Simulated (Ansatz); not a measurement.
SnO4H4. Charge 0, multiplicity 1. Geometry B3LYP-D4/def2-SVP, basis def2-TZVP, Ansatz.

Cartesian coordinates in Å:
```
Sn -0.639 -1.400 1.195
O 1.264 -0.525 -0.888
O -0.359 1.561 -0.393
O 0.235 -1.541 -0.680
O -1.371 0.790 0.304
H 1.516 -0.727 -1.803
H 0.693 -0.427 1.903
H 0.291 0.846 -0.635
H -1.629 1.423 0.996
```

```csv
run,HOMO (eV),LUMO (eV)
A,-6.75,-1.82
B,-5.56,-2.62
C,-5.88,-2.42
D,-8.94,0.11
E,-6.36,-2.13
```

In the def2 sets Sn takes a core potential; there is no spin–orbit coupling. The structure holds 2 bonds between oxygen atoms, so isomers without such links may lie far lower. Another isomer (singlet) lies 1.87 eV lower at PBE0-D4/def2-TZVP; other spin states weren't run for this one.

Q: The runs used PBE, PBE0, r2SCAN, r2SCANh, ωB97X-V. Estimate which is which.

A: A PBE0 (25 % exact exchange); B PBE (0 % exact exchange); C r2SCAN (0 % exact exchange); D ωB97X-V (range-separated); E r2SCANh (10 % exact exchange). Exact exchange lowers occupied and raises empty levels; among semilocal functionals meta-GGAs tend to open the gap a little, and such runs are hard to tell apart. The gap grows from 2.94 eV (PBE) to 9.05 eV (ωB97X-V).
